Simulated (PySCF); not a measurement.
C2H10OSi3, SMILES [Si@@H]1([SiH3])[SiH2][C@H](O)C1.

Geometry: PBE-D3(BJ)/def2-SVP. The structure was generated by enumeration; whether it is a known compound was not checked. One conformer was computed; it need not be the lowest.

Two levels are set side by side: PBE/def2-TZVP (PySCF) and B3LYP/def2-TZVP (PySCF). Same geometry, gas phase. Differences are taken from unrounded values.

```tsv
quantity	B3LYP
orbital gap (eV)	6.35
highest occupied level (eV)	-7.02
lowest empty level (eV)	-0.68
dipole moment (D)	1.78
```

### Question
What does PBE give, and how far is it from B3LYP? (An estimate is asked for; the answer gives what the named calculation found.)

### Answer

```
quantity                       PBE  PBE minus B3LYP
---------------------------  -----  ---------------
orbital gap (eV)              4.79            -1.56
highest occupied level (eV)  -6.09             0.93
lowest empty level (eV)      -1.30            -0.63
dipole moment (D)             1.84             0.06
```

Without exact exchange PBE keeps part of each electron's self-repulsion, which lifts occupied levels and narrows the gap. Differences between two approximate levels are no errors against the true value.

Rough cost on one machine, each run with all the roots and properties that it gave: B3LYP against PBE within a factor of 2.
